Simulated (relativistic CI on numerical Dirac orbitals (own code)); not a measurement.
**Er³⁺ (4f11) in a crystal field**

Calculated by Dirac-Coulomb-Breit CI, separate exchange-only KLI orbitals for each configuration, model QED, valence Slater integrals scaled by 0.8, one configuration in a parametric crystal field (own radial code).

Field parameters in Wybourne normalisation. The field is a parameter set, without covalency.

S is read from ⟨S²⟩ = S(S + 1).

Powder χT (cm³ K mol⁻¹) by Van Vleck's formula, with temperature-independent terms:

| Field | 2 K | 5 K | 10 K | 20 K | 50 K | 100 K | 200 K | 300 K |
| --- | --- | --- | --- | --- | --- | --- | --- | --- |
| C2v, B20 = -780, B22 = -240, B40 = 180, B42 = -550, B44 = 20, B60 = -180, B62 = 180, B64 = 570, B66 = 60 cm⁻¹ | 6.71 | 7.03 | 7.56 | 8.42 | 9.75 | 10.6 | 11.1 | 11.3 |
| D3d, B20 = 930, B40 = -330, B43 = 460, B60 = 620, B63 = -550, B66 = -160 cm⁻¹ | 5.68 | 5.97 | 6.45 | 7.39 | 9.22 | 10.3 | 11 | 11.2 |
| D3d, B20 = 360, B40 = 940, B43 = 370, B60 = 500, B63 = -680, B66 = 190 cm⁻¹ | 4.52 | 4.98 | 5.72 | 7.04 | 9.13 | 10.3 | 11 | 11.2 |
| D3h, B20 = 430, B40 = -460, B60 = 250, B66 = 30 cm⁻¹ | 6.22 | 6.91 | 7.98 | 9.4 | 10.7 | 11.2 | 11.4 | 11.4 |
| D3h, B20 = 1180, B40 = 90, B60 = -150, B66 = 140 cm⁻¹ | 5.65 | 7.05 | 8.61 | 9.95 | 10.9 | 11.2 | 11.4 | 11.4 |
| D3h, B20 = 1020, B40 = -400, B60 = -430, B66 = 710 cm⁻¹ | 5.22 | 5.62 | 6.27 | 7.42 | 9.16 | 10.2 | 10.9 | 11.2 |

Task: For D3h, B20 = 430, B40 = -460, B60 = 250, B66 = 30 cm⁻¹: what effective moment follows at 300 K?

Result: μ_eff = √(8χT) = 9.55 μB. The LS value g√(J(J + 1)) of the free ion's 4I°_15/2 level is 9.58 μB.
